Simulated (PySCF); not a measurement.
**Correlation energy of Br²⁺ (bromine, charge +2)**

[Ar] 3d10 4s2 4p3, high-spin 4S determinant. Computed with PySCF 2.14 in aug-cc-pVTZ-PP with ECP10MDF (6s5p4d2f, 55 functions), with scalar relativity through the core potential. Frozen: 3s2 3p6 3d10; 5 electrons correlated.

```csv
level,correlation energy (mhartree)
CCSD,-94.58
(T),-2.37
CCSD(T),-96.95
```

Diagnostics: T1 = 0.0019, D1 = 0.0041, largest double amplitude 0.043.

Task: Is a single reference adequate?

Result: Yes, within this model without spin-orbit coupling: T1 lies below 0.03 and no double amplitude reaches 0.07.
